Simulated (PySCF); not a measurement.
# Bond curve of CuF

Set-up: Cu def2-TZVPPD, F def2-TZVPPD; no relativity (PySCF 2.14). Energies in eV from Cu (3d10 4s1) + F in their ground configurations at the same level. State: ¹Σ⁺ (singlet), closed shell.

All columns are ωB97X-V. A positive dipole means Cu(−)F(+).

```tsv
R (Å)	E (eV)	μ (D)	Mulliken charge on Cu (basis-dependent)	HOMO (eV)	LUMO (eV)	Mayer bond order	⟨S²⟩
1.522	-3.313	-4.27	0.88	-9.68	-0.64	0.69	0.00
1.593	-3.858	-4.64	0.81	-9.78	-0.77	0.67	0.00
1.664	-4.151	-4.98	0.74	-9.89	-0.89	0.66	0.00
1.717	-4.253	-5.24	0.71	-9.97	-0.97	0.66	0.00
1.770	-4.282	-5.48	0.68	-10.05	-1.05	0.64	0.00
1.823	-4.257	-5.73	0.67	-10.13	-1.14	0.63	0.00
1.894	-4.163	-6.05	0.66	-10.23	-1.24	0.60	0.00
1.982	-3.981	-6.44	0.66	-10.33	-1.38	0.57	0.00
2.089	-3.708	-6.91	0.68	-10.32	-1.54	0.54	0.00
2.230	-3.304	-7.54	0.70	-10.12	-1.75	0.50	0.00
```

A fit through these points gives, at Re = 1.770 Å, μ = -5.48 D and dμ/dR = -4.60 D/Å; the reduced mass is 14.59 u.

**Question.** How strong is the fundamental in the double-harmonic approximation, I = 42.26·(dμ/dR)²/μred km/mol?

**Answer.** I = 42.26·(-4.60)²/14.59 = 61.3 km/mol at ωB97X-V.
